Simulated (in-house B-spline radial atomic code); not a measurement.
## Ionising Zr III (Zr2+) with different functionals

Computed with an all-electron radial atomic-structure program (B-spline basis): four-component Dirac-Coulomb Hamiltonian, Fermi nucleus of rms radius 4.2694 fm, spin-restricted, spherical fractional occupations for the functionals, and exact exchange of hybrids averaged over the configuration. The ionisation energy is the difference of two self-consistent energies, [Kr] 4d2 → [Kr] 4d1, without Breit or QED terms; ε is the level of the shell that loses the electron (mean over j). The electron is taken from both j subshells in proportion to 2j + 1, so the result is a j average, not the step between ground levels.

```tsv
method	rung	ΔSCF (eV)	-ε(4d) (eV)
B3LYP	global hybrid	22.70	18.54
HSE06	range-separated hybrid	22.57	18.30
LC-wPBE	range-separated hybrid	22.53	21.48
CAM-B3LYP	range-separated hybrid	22.68	20.23
```

(1) Among the functionals, which spreads more, the ΔSCF values or the orbital energies?

(2) How do they compare with the NIST value?

Answers

(1) The orbital energies: ΔSCF values span about 0.17 eV and the orbital energies 3.17 eV; here energy differences depend much less on the functional than eigenvalues do.

(2) NIST lists 23.170 eV ± 0.004 (semi-empirical, ground level to ground level). Errors run from -0.64 to -0.47 eV; B3LYP is closest (-0.47 eV), but part of that can be cancellation, since the calculations leave out Breit-QED terms, spin polarisation, the choice among j levels, multiplet and fine-structure energies.
